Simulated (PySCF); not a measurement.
From computed data to an observable: oscillator strength and radiative lifetime

H4O3Si, SMILES O[SiH](O)O.

Geometry optimised at PBE0-D3(BJ)/def2-SVP. One conformer was computed; it need not be the lowest.

TDDFT-B3LYP/def2-SVPD (PySCF) puts the first singlet state with f over 0.02 at 7.72 eV (vertical), with the transition dipole (-0.297, 0.180, 0.072) in atomic units.

Question: Find the oscillator strength, the wavelength and the radiative lifetime that this transition would have in vacuum if emission retraced absorption.

Answer: 
|μ|² = 0.1258 au, so |μ| = 0.90 D. ΔE = 7.72/27.211 = 0.2837 hartree. f = (2/3) ΔE |μ|² = 0.024 (the program prints 0.024).
λ = 1239.84/7.72 = 161 nm; ν = 62266 cm⁻¹.
Einstein's coefficient A = 0.6670 ν² f s⁻¹ (ν in cm⁻¹) = 6.2e7 s⁻¹, so τ = 1/A = 16 ns. This state is S1. The figure is the radiative limit of this one transition; relaxation, internal conversion, crossing to triplets and a medium change what is measured.
